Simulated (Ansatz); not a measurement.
C3H11AsSi (`CC(C)[AsH][SiH3]`) at its PBE0-D4/def2-TZVP geometry, where that method's forces vanish. The species carries charge 0 and has multiplicity 1.

```tsv
atom	x (Å)	y (Å)	z (Å)
C1	-0.5568	1.1341	0.5853
C2	0.6112	0.1677	0.5547
C3	1.0221	-0.2605	1.9552
As4	0.3167	-1.4839	-0.5305
Si5	-0.5281	-0.5191	-2.5133
H6	-0.3203	1.9982	1.2164
H7	-1.4493	0.6562	0.9992
H8	-0.8133	1.5104	-0.4067
H9	1.4667	0.6459	0.0651
H10	1.8832	-0.9320	1.9419
H11	1.2835	0.6133	2.5609
H12	0.2026	-0.7778	2.4632
H13	-1.0752	-1.7873	0.0167
H14	-1.7757	0.2743	-2.3485
H15	0.5246	0.3725	-3.0733
H16	-0.7919	-1.6120	-3.4863
```

(1) For each bond, give half the difference of the two atoms' forces along it (eV/Å; positive pushes the atoms apart) under PBE-D4, r2SCAN-D4, B3LYP-D4, ωB97M-V in def2-TZVPP. (An estimate is asked.)

## Answers

(1) Ansatz gave: 
| bond | length (Å) | PBE-D4 | r2SCAN-D4 | B3LYP-D4 | ωB97M-V |
| --- | --- | --- | --- | --- | --- |
| C1–C2 | 1.516 | -0.04 | 0.07 | 0.14 | 0.19 |
| C1–H6 | 1.096 | 0.11 | -0.03 | -0.07 | -0.09 |
| C1–H7 | 1.094 | 0.12 | -0.03 | -0.06 | -0.06 |
| C1–H8 | 1.092 | 0.10 | -0.04 | -0.09 | -0.07 |
| C2–C3 | 1.521 | 0.00 | 0.09 | 0.14 | 0.18 |
| C2–H9 | 1.096 | 0.12 | -0.05 | -0.14 | -0.12 |
| C3–H10 | 1.092 | 0.09 | -0.04 | -0.07 | -0.07 |
| C3–H11 | 1.095 | 0.12 | -0.03 | -0.08 | -0.10 |
| C3–H12 | 1.094 | 0.11 | -0.03 | -0.06 | -0.06 |
| As4–Si5 | 2.361 | 0.06 | 0.01 | 0.17 | 0.02 |
| As4–H13 | 1.526 | 0.23 | -0.02 | 0.02 | -0.10 |
| Si5–H14 | 1.488 | 0.06 | -0.02 | -0.10 | -0.11 |
| Si5–H15 | 1.489 | 0.09 | -0.01 | -0.08 | -0.10 |
| Si5–H16 | 1.487 | 0.09 | -0.03 | -0.09 | -0.10 |

B3LYP here is the variant with VWN-RPA as its local correlation; programs differ in this.
